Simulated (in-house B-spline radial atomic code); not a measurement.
A fraction x of an electron is added to 5s in neutral rhodium, starting from [Kr] 4d8 5s1 and keeping the highest spin. Computed with an all-electron radial atomic-structure program (B-spline basis): scalar-relativistic (X2C) LDA PW92, spin-polarised, spherical fractional occupations, Fermi nucleus of rms radius 4.4945 fm.

```
  x  E(x) - E(0) (eV)  5s down level (eV)
  0            0.0000                   -
0.1           -0.3669              -3.403
0.2           -0.6809              -2.877
0.3           -0.9426              -2.359
0.4                 ?                   ?
0.5           -1.3131              -1.355
0.6                 ?                   ?
0.7           -1.4883              -0.408
```

Question: What belongs in the row x = 0.4?

Answer: An energy change of -1.1530 eV; 5s down at -1.851 eV.

Question: What belongs in the row x = 0.6?

Answer: An energy change of -1.4244 eV; 5s down at -0.873 eV.

Question: Check Janak's theorem between x = 0.1 and 0.2.

Answer: The slope of the energy is -3.14 eV; the orbital levels give -3.14 eV (ε of the filling orbital, averaged over the two points).

Question: Up to what added charge does this functional bind the extra electron?

Answer: The highest level rises by about 4.7 eV per electron near x = 0.7 and would reach zero near x = 0.79, so a whole extra electron isn't bound at the basis-set limit.
